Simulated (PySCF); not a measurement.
PySCF input (M06-2X/6-311+G**):

```python
from pyscf import gto, dft

mol = gto.M(
    atom='''
    C     1.76498700   -0.01523600   -0.70131300
    Si    0.15870000    0.00402100   -0.01508200
    C    -0.80482400   -1.61625400   -0.28930100
    C    -0.91528800    1.45054700   -0.63393300
    F    -0.09530000    0.18088200    1.64017500
    H     2.39383000   -0.90187500   -0.63721500
    H     2.32871300    0.90593500   -0.84036800
    H    -1.07356400   -1.73847900   -1.34156300
    H    -0.18413400   -2.47237500   -0.00654300
    H    -1.71981300   -1.65511900    0.31065000
    H    -0.35927100    2.38992900   -0.55294500
    H    -1.18362300    1.31707400   -1.68493100
    H    -1.83548800    1.55632300   -0.05023600
    ''',
    basis='6-311+g**',
    charge=-1,
    spin=0,
    verbose=4,
)

mf = dft.RKS(mol, xc='m062x').density_fit(auxbasis='def2-universal-jkfit')
mf.grids.level = 4
mf.conv_tol = 1e-9
mf.max_cycle = 100
mf.max_memory = 1500
mf.kernel()
if not mf.converged:
    mf = mf.newton()
    mf.kernel(mf.make_rdm1())
mf.dip_moment()
```

From the output:

```
[INPUT] 13 H     -1.835488000000   1.556323000000  -0.050236000000 AA   -3.468569624926   2.941024231361  -0.094932281594 Bohr   0.0

nuclear repulsion = 238.685169365807
number of shells = 86
number of NR pGTOs = 253
number of NR cGTOs = 166
basis = 6-311+g**
ecp = {}

******** <class 'pyscf.df.df_jk.DFRKS'> ********
method = DFRKS
initial guess = minao
damping factor = 0
level_shift factor = 0
DIIS = <class 'pyscf.scf.diis.CDIIS'>
diis_start_cycle = 1
diis_space = 8
diis_damp = 0
SCF conv_tol = 1e-09
SCF conv_tol_grad = None
SCF max_cycles = 100
direct_scf = False
XC library pyscf.dft.libxc version 7.1.2
    S. Lehtola, C. Steigemann, M. J. T. Oliveira, and M. A. L. Marques,  SoftwareX 7, 1–5 (2018)
XC functionals = m062x
    Y. Zhao and D. G. Truhlar,  Theor. Chem. Acc. 120, 215 (2008)
    Y. Zhao and D. G. Truhlar,  Theor. Chem. Acc. 120, 215 (2008)
radial grids:
    Treutler-Ahlrichs [JCP 102, 346 (1995); DOI:10.1063/1.469408] (M4) radial grids

becke partition: Becke, JCP 88, 2547 (1988); DOI:10.1063/1.454033
pruning grids: <function nwchem_prune>
grids dens level: 4
symmetrized grids: False
atomic radii adjust function: <function treutler_atomic_radii_adjust>
small_rho_cutoff = 0
Set gradient conv threshold to 3.16228e-05
Initial guess from minao.
tot grids = 269248
******** <class 'pyscf.df.df.DF'> ********
auxbasis = def2-universal-jkfit
init E= -508.623498574159
  HOMO = -0.236342430289653  LUMO = -0.0163212985264416  gap/eV = 5.98708
cycle= 1 E= -508.370435583699  delta_E= 0.253  |g|= 0.742  |ddm|= 2.69
  HOMO = 0.0839779166585926  LUMO = 0.127759677530286  gap/eV = 1.19136
cycle= 2 E= -508.346473581079  delta_E= 0.024  |g|= 0.851  |ddm|= 3.21
  HOMO = -0.0323805089424098  LUMO = 0.126651984667585  gap/eV = 4.32749
cycle= 3 E= -508.503264293579  delta_E= -0.157  |g|= 0.0589  |ddm|=  2.5
  HOMO = -0.0279749342266911  LUMO = 0.126733936036869  gap/eV = 4.20984
cycle= 4 E= -508.50389707399  delta_E= -0.000633  |g|= 0.0335  |ddm|= 0.142
  HOMO = -0.0311108784127043  LUMO = 0.127333094920698  gap/eV = 4.31148
cycle= 5 E= -508.504186603582  delta_E= -0.00029  |g|= 0.00483  |ddm|= 0.0867
  HOMO = -0.0306750059776277  LUMO = 0.12728249549072  gap/eV = 4.29824
cycle= 6 E= -508.504192359999  delta_E= -5.76e-06  |g|= 0.00212  |ddm|= 0.0258
  HOMO = -0.0308499951130017  LUMO = 0.127266344376005  gap/eV = 4.30256
cycle= 7 E= -508.504193203989  delta_E= -8.44e-07  |g|= 0.000754  |ddm|= 0.00744
  HOMO = -0.0307184713887096  LUMO = 0.127262521722658  gap/eV = 4.29888
cycle= 8 E= -508.504193339462  delta_E= -1.35e-07  |g|= 0.000126  |ddm|= 0.00283
  HOMO = -0.0307278804174302  LUMO = 0.127259305624436  gap/eV = 4.29905
cycle= 9 E= -508.50419334491  delta_E= -5.45e-09  |g|= 3.38e-05  |ddm|= 0.00109
  HOMO = -0.0307249968996928  LUMO = 0.127258853783169  gap/eV = 4.29896
cycle= 10 E= -508.504193345428  delta_E= -5.18e-10  |g|= 6.8e-06  |ddm|= 0.000307
  HOMO = -0.0307269382272182  LUMO = 0.127258560272035  gap/eV = 4.29900
Extra cycle  E= -508.504193345457  delta_E= -2.93e-11  |g|= 4.81e-06  |ddm|= 9.55e-05
converged SCF energy = -508.504193345457

WARN: System has nonzero charge -1; the dipole moment is origin-dependent.
Location of origin: [0. 0. 0.]

Dipole moment(X, Y, Z, Debye): -3.65628, -0.08443,  0.41997
```

The dipole moment of an ion depends on the origin.

The geometry given is a B3LYP-D3(BJ)/def2-TZVP minimum.
